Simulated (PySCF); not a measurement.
CuH₃⁻: one-bond stretch

These are results of UPBE0/[Cu def2-TZVPD, H def2-TZVPD], no relativity, density fitting, PySCF, not measurements.

Rigid scan from the doublet minimum (Cu–H 1.576 Å, Cu–H 1.580 Å (×2); H–Cu–H 98.6° (×2), H–Cu–H 162.9°). Coordinate: the bond from Cu to the last atom (H) scaled, the rest fixed. Energies in kJ/mol from the minimum.

Task: Predict the curve at 0.92, 0.96, 1.00, 1.05, 1.12, 1.20, 1.35, 1.55, 1.80, 2.20.

Result: 
```tsv
scale of one bond	E (kJ/mol)	dipole size (D, about the centre of mass)	⟨S²⟩
0.92	8.3	1.04	0.76
0.96	1.9	0.96	0.76
1.00	0.0	0.92	0.76
1.05	2.3	0.94	0.76
1.12	11.5	1.12	0.76
1.20	27.0	1.46	0.76
1.35	61.7	2.33	0.76
1.55	107.0	–	0.76
1.80	153.2	–	0.76
2.20	197.2	–	0.81
```

Open d and f shells are described by one determinant, and the ground state may have another occupation or spin.

Other isomers or separated fragments may lie lower.
